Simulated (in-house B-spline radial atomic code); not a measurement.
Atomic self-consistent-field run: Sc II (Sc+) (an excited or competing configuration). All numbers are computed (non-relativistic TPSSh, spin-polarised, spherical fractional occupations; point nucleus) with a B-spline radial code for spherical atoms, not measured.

Command:
```bash
python run_scf.py task.json out
```
Settings:
```
Z                21
configuration    [Ne] 3s2 3p5 3d1 4s1 5s1
hamiltonian      nr
method           tpssh
spin_polarised   True
```

Output (hartree, bohr):
```
 radial grid: 60 intervals, B-splines of order 8, outer radius 60 bohr

 iter        energy (Eh)    residual
    1        -758.838932    3.18e-02
    2        -758.840824    1.58e-03
    3        -758.840851    5.93e-04
    4        -758.840853    2.59e-04
    5        -758.840854    4.30e-05
    6        -758.840854    1.50e-05
    7        -758.840854    6.46e-06
    8        -758.840854    1.56e-06
    9        -758.840854    6.70e-08

 total energy                      -758.84085
 kinetic                             758.1680
 electron-nucleus                  -1783.3634
 Hartree                             304.6077
 exact exchange                       -3.6989
 exchange-correlation                -34.5542

 orbital      occ     eigenvalue          <r>       <r^2>       <1/r>       <r^4>     <1/r^3>       r_max
 1s up      1.000      -162.3460    0.0735368  0.00725814     20.5409 0.000135075           -     0.04836
 1s down    1.000      -162.3291    0.0735332  0.00725731     20.5415  0.00013504           -     0.04836
 2s up      1.000       -18.2971     0.345121    0.140859     4.26066   0.0350157           -      0.2851
 2s down    1.000       -18.2719     0.344876    0.140599      4.2621   0.0348205           -      0.2851
 2p up      3.000       -15.2080      0.30819    0.117231      4.1856   0.0284059     218.514      0.2328
 2p down    3.000       -15.1782     0.307992    0.117016     4.18662   0.0282362     218.568      0.2329
 3s up      1.000        -2.8032      1.05882      1.2874     1.31798     2.63581           -      0.9218
 3s down    1.000        -2.6801      1.06256     1.29687     1.31244     2.67847           -      0.9226
 3p up      3.000        -1.9853      1.13026     1.49378     1.20516     3.79012     25.4815      0.9532
 3p down    2.000        -1.8508      1.13717     1.51299     1.19762      3.8975     25.1382      0.9557
 3d up      1.000        -0.7289      1.39999     2.44243    0.919065     12.9045     1.95673       1.005
 4s up      1.000        -0.5414      2.93034     9.70647    0.449711     142.736           -       2.624
 5s up      1.000        -0.1937      6.68819     49.3537    0.190353     3302.29           -       6.431
```

Run time, properties included: 0.19 s on 1 thread of x86-64 server CPU, on a shared host.

Caution: exact exchange at fractional occupations of open shells leaves self-interaction of up to several eV.
